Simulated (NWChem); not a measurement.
System: MgH2S2; SMILES [Mg]([SH])[SH]

NWChem input:

```
start job
memory heap 200 mb stack 900 mb global 1100 mb
geometry units angstroms noautoz
  Mg    -0.065421    -0.217193     0.353590
  S      0.051057    -2.521357     0.395084
  H      0.968559    -2.568318    -0.598682
  S     -0.164368     2.088338     0.369093
  H     -1.142428     2.129154    -0.565219
end
basis spherical
  * library 6-31g*
end
dft
  xc hcth407
  iterations 150
  mulliken
end
task dft energy
```

Parts of the log:

```
             Northwest Computational Chemistry Package (NWChem) 7.3.0
             --------------------------------------------------------

 C1  symmetry detected

                             Geometry "geometry" -> ""
                             -------------------------

 Output coordinates in angstroms (scale by  1.889725989 to convert to a.u.)

  No.       Tag          Charge          X              Y              Z
 ---- ---------------- ---------- -------------- -------------- --------------
    1 Mg                  12.0000     0.02075209     0.00017199    -0.00555499
    2 S                   16.0000     0.04977476     2.30736587    -0.02734282
    3 H                    1.0000    -0.92768095     2.40380050     0.90371400
    4 S                   16.0000     0.04903868    -2.30704171     0.03277105
    5 H                    1.0000    -0.90235918    -2.41105090    -0.92390572

 Effective nuclear repulsion energy (a.u.)     138.1264356574

                                 NWChem DFT Module
                                 -----------------

 Summary of "ao basis" -> "ao basis" (spherical)
 ------------------------------------------------------------------------------
       Tag                 Description            Shells   Functions and Types
 ---------------- ------------------------------  ------  ---------------------
 Mg                          6-31g*                  8       18   4s3p1d
 S                           6-31g*                  8       18   4s3p1d
 H                           6-31g*                  2        2   2s

            General Information
            -------------------
          SCF calculation type: DFT
          Wavefunction type:  closed shell.
          No. of atoms     :     5
          No. of electrons :    46
           Alpha electrons :    23
            Beta electrons :    23
          Charge           :     0
          Spin multiplicity:     1
          Use of symmetry is: off; symmetry adaption is: off
          Maximum number of iterations: 150
          AO basis - number of functions:    58
                     number of shells:    28
          Convergence on energy requested:  1.00D-06
          Convergence on density requested:  1.00D-05
          Convergence on gradient requested:  5.00D-04

              XC Information
              --------------
                      HCTH407 Method XC Functional
                      HCTH407  Exchange Functional  1.000
                   HCTH407  Correlation Functional  1.000

             Grid Information
             ----------------
          Grid used for XC integration:  medium
          Radial quadrature: Mura-Knowles
          Angular quadrature: Lebedev.
          Tag              B.-S. Rad. Rad. Pts. Rad. Cut. Ang. Pts.
          ---              ---------- --------- --------- ---------
          Mg                  1.50       88           9.0       590
          S                   1.00       88          12.0       590
          H                   0.35       45          12.0       434
          Grid pruning is: on
          Number of quadrature shells:   354
          Spatial weights used:  Erf1

      Superposition of Atomic Density Guess
      -------------------------------------

 Sum of atomic energies:        -995.50304628

      Non-variational initial energy
      ------------------------------

 Total energy =    -995.939167
 1-e energy   =   -1654.483382
 2-e energy   =     520.417780
 HOMO         =      -0.328042
 LUMO         =      -0.056231

     ---------------------------------------------
      Total Density - Mulliken Population Analysis
     ---------------------------------------------

    Atom       Charge   Shell Charges
 -----------   ------   -------------------------------------------------------
    1 Mg  12    11.14   2.00  2.00  5.97  0.52  0.33  0.19  0.01  0.11
    2 S   16    16.69   2.00  2.00  5.98  1.33  3.21  0.52  1.63  0.02
    3 H    1     0.74   0.39  0.35
    4 S   16    16.69   2.00  2.00  5.98  1.33  3.21  0.52  1.63  0.02
    5 H    1     0.74   0.39  0.35

   convergence    iter        energy       DeltaE   RMS-Dens  Diis-err
 ---------------- ----- ----------------- --------- --------- ---------
 d= 0,ls=0.0,diis     1   -997.7657223096 -1.14D+03  2.06D-02  2.57D-01
 d= 0,ls=0.0,diis     2   -997.7571257842  8.60D-03  1.30D-02  2.64D-01
 d= 0,ls=0.0,diis     3   -997.8066874659 -4.96D-02  3.45D-03  2.34D-02
 d= 0,ls=0.0,diis     4   -997.8112248713 -4.54D-03  7.66D-04  1.68D-03
 d= 0,ls=0.0,diis     5   -997.8115465473 -3.22D-04  1.26D-04  1.98D-05
  Resetting Diis
 d= 0,ls=0.0,diis     6   -997.8115496913 -3.14D-06  4.30D-05  2.97D-06
 d= 0,ls=0.0,diis     7   -997.8115502255 -5.34D-07  1.42D-05  8.55D-08
 d= 0,ls=0.0,diis     8   -997.8115502225  3.01D-09  7.69D-06  1.04D-07

         Total DFT energy =     -997.811550222526
      One electron energy =    -1657.399618765906
           Coulomb energy =      590.321963789259
    Exchange-Corr. energy =      -68.860330903254
 Nuclear repulsion energy =      138.126435657374

 Numeric. integr. density =       46.000006316490

                       DFT Final Molecular Orbital Analysis
                       ------------------------------------

 Vector   21  Occ=2.000000D+00  E=-2.537099D-01
              MO Center=  3.6D-02,  1.3D-03,  2.3D-03, r^2= 6.8D+00
   Bfn.  Coefficient  Atom+Function         Bfn.  Coefficient  Atom+Function
  ----- ------------  ---------------      ----- ------------  ---------------
    26      0.461396  2 S  py                46      0.460641  4 S  py
     8     -0.269576  1 Mg py                30      0.210977  2 S  py
    50      0.210668  4 S  py                22     -0.176680  2 S  py
    42     -0.176397  4 S  py                 4      0.122609  1 Mg py
    28      0.103183  2 S  s                 48     -0.103015  4 S  s

[...]
```

Level: HCTH/407/6-31G* (spherical d). All runs use the structure optimised with PBE0/def2-SVP.
